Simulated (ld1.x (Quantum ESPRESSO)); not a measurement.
**An all-electron radial function and its pseudo partner (lithium (Li))**

Columns: radius, all-electron u(r) and pseudo u(r) of the 1s shell (level -51.10 eV) of lithium in the configuration 1s2 2s1 2p0; LDA (PZ), scalar-relativistic, TM scheme, ld1.x (Quantum ESPRESSO) 7.5.

```tsv
r (bohr)	all-electron	pseudo
0.210	1.0384	1.0504
0.420	1.1597	1.1644
0.630	0.9999	0.9999
0.840	0.7824	0.7824
1.050	0.5829	0.5829
1.260	0.4218	0.4218
1.470	0.2997	0.2997
1.680	0.2104	0.2104
1.890	0.1465	0.1465
2.100	0.1015	0.1015
2.310	0.0699	0.0699
2.520	0.0480	0.0480
2.730	0.0329	0.0329
2.940	0.0225	0.0225
3.150	0.0153	0.0153
3.360	0.0104	0.0104
3.570	0.0071	0.0071
3.780	0.0048	0.0048
3.990	0.0032	0.0032
4.200	0.0022	0.0022
4.410	0.0015	0.0015
4.620	0.0010	0.0010
4.830	0.0007	0.0007
5.040	0.0005	0.0005
5.250	0.0003	0.0003
5.460	0.0002	0.0002
```

**Question.** How many radial nodes do the two functions have?

**Answer.** The all-electron 1s function has n − l − 1 = 0; the pseudo-wave has 0.

**Question.** At about which radius was the pseudo-wave matched?

**Answer.** 0.55 bohr, where the columns begin to agree (steps of 0.21 bohr).

**Question.** Is the pseudo-wave norm-conserving?

**Answer.** Yes: the TM scheme keeps the norm inside the radius equal to the all-electron one, which fixes the energy derivative of the logarithmic derivative at the level.
